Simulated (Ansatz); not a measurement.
This geometry of C3H10BClSi (16 atoms, charge 0, multiplicity 1) is a first-order saddle point.

Computed with RKS revPBE/6-31G (Ansatz 0.2.0).

```xyz
16
Properties=species:S:1:pos:R:3
C -1.558 -0.392 1.468
B -0.009 -0.499 1.746
C 1.175 -0.433 0.690
Si 0.802 -0.408 -1.212
C 0.059 1.311 -1.732
Cl -0.307 1.352 -3.604
H -1.867 -0.340 0.410
H -2.085 -1.245 1.943
H -1.956 0.504 1.993
H 0.326 -0.628 2.909
H 1.791 0.461 0.944
H 1.868 -1.278 0.898
H 2.073 -0.614 -2.013
H -0.189 -1.488 -1.596
H -0.902 1.530 -1.245
H 0.758 2.143 -1.557
```

(1) Which two structures does it join? (They come from a converged band through this point; their orientation in space is the band's.)

(2) How far does it lie above each of them?

Results:

(1) No bond is made or broken. The dihedral C1–B2–C3–H11 goes from -149 to 22°.

Image 0:

```xyz
16
Properties=species:S:1:pos:R:3
C -1.443 -1.042 1.853
B -0.278 -0.071 1.412
C 0.985 -0.525 0.603
Si 0.661 -0.250 -1.314
C 0.385 1.635 -1.688
Cl 0.174 1.908 -3.564
H -1.355 -2.079 1.482
H -1.465 -1.080 2.964
H -2.436 -0.642 1.566
H -0.381 1.108 1.696
H 1.893 0.066 0.830
H 1.217 -1.604 0.702
H 1.867 -0.722 -2.100
H -0.562 -1.015 -1.774
H -0.530 2.035 -1.227
H 1.245 2.257 -1.396
```

Image 8:

```xyz
16
Properties=species:S:1:pos:R:3
C -1.212 -0.039 1.956
B -0.503 -1.111 1.036
C 0.945 -0.954 0.457
Si 0.856 -0.284 -1.386
C 0.102 1.506 -1.428
Cl 0.104 2.175 -3.214
H -0.660 0.909 2.091
H -2.239 0.188 1.606
H -1.352 -0.491 2.963
H -1.125 -2.115 0.750
H 1.587 -0.246 1.016
H 1.474 -1.923 0.355
H 2.256 -0.220 -1.961
H 0.001 -1.185 -2.249
H -0.949 1.539 -1.104
H 0.690 2.229 -0.844
```

(2) 0.196 eV above the first and 0.187 eV above the second. This is the barrier of this one path; another mechanism may lie lower. Limits of this set-up: no polarisation functions.

Time of the run: 9.9 min on 1 thread of Arm Neoverse V2 (shared host), peak memory 0.15 GiB.
